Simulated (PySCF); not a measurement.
## Correlation energy of Ce⁴⁴⁺ (cerium, charge +44)

[Ne] 3s2 3p2, high-spin 3P determinant. Computed with PySCF 2.14 in an even-tempered Gaussian basis (16 s from 8.8 bohr⁻², ratio 2.5; 10 p from 11 bohr⁻², ratio 2.5; 4 d from 46 bohr⁻², ratio 2.7; 4 f from 69 bohr⁻², ratio 2.7), with no relativity, point nucleus. Frozen: 1s2; 12 electrons correlated; the 17 highest virtual orbitals of each spin left out.

```json
{"level": "CCSD", "correlation energy (mhartree)": "-528.66"}
{"level": "(T)", "correlation energy (mhartree)": "-1.44"}
{"level": "CCSD(T)", "correlation energy (mhartree)": "-530.10"}
```

Diagnostics: T1 = 0.00089, D1 = 0.0039, largest double amplitude 0.082.

A non-relativistic calculation at this Z misses sizeable relativistic shifts. Spin-orbit coupling is strong in this species (close to jj coupling), so the high-spin LS determinant is a model state, not a physical level.

Cost of the coupled-cluster step: of the order of 30 core-seconds, for 12 correlated electrons.

Iterations:

```
CC2 = 0
CCSD nocc = (np.int64(7), np.int64(5)), nmo = (76, 76)
frozen orbitals [[0, 77, 78, 79, 80, 81, 82, 83, 84, 85, 86, 87, 88, 89, 90, 91, 92, 93], [0, 77, 78, 79, 80, 81, 82, 83, 84, 85, 86, 87, 88, 89, 90, 91, 92, 93]]
max_cycle = 100
direct = 0
conv_tol = 1e-08
conv_tol_normt = 1e-06
diis_space = 8
diis_start_cycle = 0
Init t2, MP2 energy = -0.494297055730687
Init E_corr(UCCSD) = -0.494297055738541
cycle = 1  E_corr(UCCSD) = -0.518117512998952  dE = -0.0238204573  norm(t1,t2) = 0.0204751
cycle = 2  E_corr(UCCSD) = -0.525133797469367  dE = -0.00701628447  norm(t1,t2) = 0.00722444
cycle = 3  E_corr(UCCSD) = -0.528725961324731  dE = -0.00359216386  norm(t1,t2) = 0.00269315
cycle = 4  E_corr(UCCSD) = -0.528658916643268  dE = 6.70446815e-05  norm(t1,t2) = 0.000140765
cycle = 5  E_corr(UCCSD) = -0.528660336101932  dE = -1.41945866e-06  norm(t1,t2) = 5.55129e-06
cycle = 6  E_corr(UCCSD) = -0.528659922294136  dE = 4.13807796e-07  norm(t1,t2) = 4.12741e-07
cycle = 7  E_corr(UCCSD) = -0.528659964596482  dE = -4.23023461e-08  norm(t1,t2) = 6.24987e-08
cycle = 8  E_corr(UCCSD) = -0.52865997552082  dE = -1.09243377e-08  norm(t1,t2) = 2.67972e-08
cycle = 9  E_corr(UCCSD) = -0.52865998046615  dE = -4.94532981e-09  norm(t1,t2) = 1.73644e-08
UCCSD converged
E(UCCSD) = -6766.30436206687  E_corr = -0.5286599804661496
UCCSD(T) correction = -0.0014415670442825
```

At this charge a non-relativistic calculation is a model, useful for the Z dependence of the correlation energy.

Spin-orbit coupling is strong in this species, so the high-spin LS determinant is a model state.
